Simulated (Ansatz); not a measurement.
C₂H₅N, charge -1, doublet, geometry from GFN2-xTB (a state made from the parent by changing its charge; the spin is typed, not shown lowest) (a gas-phase anion, which may not be bound at this level); Ansatz (an electronic-structure program) with CAM-B3LYP/cc-pVDZ.

Ansatz was given this input:
Ansatz 0.2 input:
```yaml
crystal:
  periodic: [false, false, false]
  atoms:
    - {symbol: C, position_ang: [1.06928149, -0.35955971, 0.02087445]}
    - {symbol: N, position_ang: [-0.05456767, 0.36781163, 0.45848150]}
    - {symbol: C, position_ang: [-1.15607006, 0.24273579, -0.36293770]}
    - {symbol: H, position_ang: [1.58101274, 0.06926463, -0.88808148]}
    - {symbol: H, position_ang: [1.83344785, -0.37771953, 0.81756318]}
    - {symbol: H, position_ang: [0.86242092, -1.43185037, -0.25794743]}
    - {symbol: H, position_ang: [-1.28456639, -0.70105407, -0.94261144]}
    - {symbol: H, position_ang: [-2.08960997, 0.56762135, 0.11408616]}
basis:
  gaussian:
    orbitals: cc-pVDZ
hamiltonian:
  xc: cam_b3lyp
total_charge: -1
magnetization: {spin_polarized: true, initial_magnetization: 1}
accuracy: high
```

The log (banner, timings and long lists left out):

```
Functional definition: CAM-B3LYP
1619 factors; integrals over basis functions are off by at most 3.0e-9 eV
332 factors; integrals over basis functions are off by at most 2.0e-9 eV
mean field evaluation 1: about -3639.7059 eV, gradient 1.3e1 eV
mean field evaluation 2: about -3640.1560 eV, gradient 9.8e0 eV
mean field evaluation 4: about -3640.6502 eV, gradient 4.6e-1 eV
mean field evaluation 8: about -3640.7969 eV, gradient 9.7e-2 eV
mean field evaluation 16: about -3640.7970 eV, gradient 1.7e-4 eV
mean field -3640.79703039 eV, -133.7968230459 hartree, gradient 6.7e-8 eV, S^2 0.753885; 0 other end points of the search recorded, 0 dependent functions left out
reference -3640.79704752 eV, -133.7968236753 hartree; 13, 12 occupied and 54, 55 virtual orbitals, 1619 factors
Total energy: -3640.79704752 eV, -133.7968236753 hartree
```
